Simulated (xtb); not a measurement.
dysprosium atom (Dy), quintet (GFN-xTB shapes and energies of metal compounds can be far from the true ones) (GFN-xTB holds the 4f electrons in the core, so unpaired electrons go into valence orbitals and the state isn't the physical one). Base run: GFN0-xTB (xtb 6.7.1).

Geometry (Å):
```xyz
1

Dy     0.0000     0.0000     0.0000
```
Charge 0, spin multiplicity 5.
All else is at xtb's defaults.
Base energy -1.00737 Eh.

Each row names what was changed in the base input (with any setting that the change needs).

| change | ΔE vs base (kcal/mol) |
|---|---|
| base | 0.000 |
| etemp = 10000 | -68.4 |
| acc = 0.1 | 0.000 |
| etemp = 10 | 1.94 |
| acc = 1000 | 0.000 |
| acc = 30 | 0.000 |
